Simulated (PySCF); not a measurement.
C3H7Si, SMILES C1C[SiH]C1, multiplicity 2. Coordinates come from a PBE0-D3(BJ)/def2-SVP optimisation. The isomer is the one that the SMILES or the coordinates give; other isomers of the formula were not compared.

Computed with PBE0-D3(BJ)/def2-SVP (PySCF 2.14.0).

Harmonic wavenumbers (cm⁻¹): 161, 414, 546, 587, 642, 674, 787, 804, 895, 932, 968, 983, 1053, 1136, 1195, 1226, 1279, 1410, 1427, 1460, 2138, 3043, 3092, 3092, 3117, 3169, 3169. Rotational constants (GHz): 8.856, 6.686, 4.368; symmetry number 1.

**Question.** Work out the zero-point energy and the ideal-gas rigid-rotor harmonic-oscillator thermochemistry at 298.15 K and 1 atm.

**Answer.** ZPE = ½ Σ hcν = ½ × 39399 cm⁻¹ = 56.32 kcal/mol. H − E(el) = 59.95 kcal/mol. Entropy in cal/(mol K): translation 38.70, rotation 24.63, vibration 6.38, spin 1.38, total 71.09. G − E(el) = 38.75 kcal/mol. Cp = 19.82 cal/(mol K).
